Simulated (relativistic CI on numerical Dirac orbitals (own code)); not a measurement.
## Transition arrays of Ga⁶⁺

Method of calculation: Dirac-Coulomb-Breit CI, orbitals from a KLI potential per configuration, model QED, valence Slater integrals scaled by 0.9, whole transition arrays (own radial code, finite nucleus).

Configuration list (outside the closed core [Ne] 3s2): 3p6 3d7, 3p6 3d6 4f, 3p5 3d8, 3p6 3d6 4p, 3p6 3d6 5f. Levels of other configurations are missing.

All E1 lines from the levels of 3p6 3d7; mean and standard deviation are weighted by gf, and upper levels are sorted by their leading configuration.

| Upper configuration | Lines | Σgf | Mean (eV) | Mean (nm) | σ (eV) | Strongest line (nm) |
| --- | --- | --- | --- | --- | --- | --- |
| 3p6 3d6 4f | 2915 | 216.4 | 101.29 | 12.240 | 3.21 | 12.012 |
| 3p5 3d8 | 376 | 39.9 | 91.74 | 13.515 | 6.55 | 11.991 |
| 3p6 3d6 4p | 1718 | 61.5 | 63.98 | 19.380 | 2.70 | 19.752 |
| 3p6 3d6 5f | 2825 | 151.1 | 115.55 | 10.730 | 3.17 | 10.632 |

Σgf per state of the lower configuration in bins of 0.5 nm over the central range (centre: value): 10.25: 0.21, 10.75: 0.84, 11.25: 0.22, 11.75: 0.37, 12.25: 1.04, 12.75: 0.35, 13.25: 0.13, 13.75: 0.12, 14.25: 0.07, 14.75: 0.02, 15.25: 0.02, 17.75: 0.02, 18.25: 0.03, 18.75: 0.09, 19.25: 0.14, 19.75: 0.11, 20.25: 0.08.

(1) How do configuration mixing and the scaling of the Slater integrals move the arrays?

Results:

(1) Slater scale 0.9, no configuration mixing: 3p6 3d6 4f 100.6 ± 3.0 eV (Σgf 167.8), 3p5 3d8 94.9 ± 6.1 eV (Σgf 136.4), 3p6 3d6 4p 63.9 ± 2.6 eV (Σgf 57.6), 3p6 3d6 5f 115.7 ± 3.2 eV (Σgf 96.0); Slater scale 1: 3p6 3d6 4f 101.7 ± 3.5 eV (Σgf 208.1), 3p5 3d8 91.9 ± 6.9 eV (Σgf 38.5), 3p6 3d6 4p 64.1 ± 3.0 eV (Σgf 61.9), 3p6 3d6 5f 115.4 ± 3.7 eV (Σgf 162.3); Slater scale 0.8: 3p6 3d6 4f 101.0 ± 2.7 eV (Σgf 223.3), 3p5 3d8 89.3 ± 3.2 eV (Σgf 37.7), 3p6 3d6 4p 63.9 ± 2.4 eV (Σgf 61.0), 3p6 3d6 5f 115.5 ± 2.9 eV (Σgf 144.9). With mixing, levels are counted to their leading configuration, so an array can shrink or vanish into another, and the sums then hold other lines.
